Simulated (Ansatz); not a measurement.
The cluster In₅. Total charge 0; doublet. Geometry PBE-D4/def2-SVP, that of the charge +1 singlet; atoms count from 1.

```xyz
5

In   -1.064   -1.367    2.587
In   -1.605   -1.953   -0.448
In    0.322    0.419   -0.838
In    1.452    1.864   -3.430
In    0.895    1.037    2.129
```

In the def2 sets In takes a core potential; there is no spin–orbit coupling. The structure comes from a short search, and lower isomers may exist.

(1) Estimate the Mulliken populations from the PBE0/def2-TZVP orbitals of Ansatz.

(2) Where does the spin sit?

(3) And the Mayer bond orders between bonded heavy atoms (over 0.3)?

Results:

(1) 
| atom | charge (e) | spin (α − β) |
| --- | --- | --- |
| In1 | 0.00 | 0.33 |
| In2 | 0.00 | 0.21 |
| In3 | -0.21 | 0.29 |
| In4 | 0.21 | -0.04 |
| In5 | -0.01 | 0.21 |
Mulliken values and Mayer orders depend strongly on the basis.

(2) Summed by element: In 1.00, of 1 unpaired in all. Largest on single atoms: In1 0.33, In3 0.29, In5 0.21.

(3) In1–In2 0.67 (3.14 Å); In1–In5 0.67 (3.14 Å); In2–In3 0.76 (3.08 Å); In3–In4 0.67 (3.17 Å); In3–In5 0.76 (3.09 Å). Values over 0.3 also appear between atoms too far apart for a bond (In1–In3 0.48 at 4.10 Å; In2–In5 0.41 at 4.67 Å); they arise where an orbital or an unpaired electron spreads over both atoms.
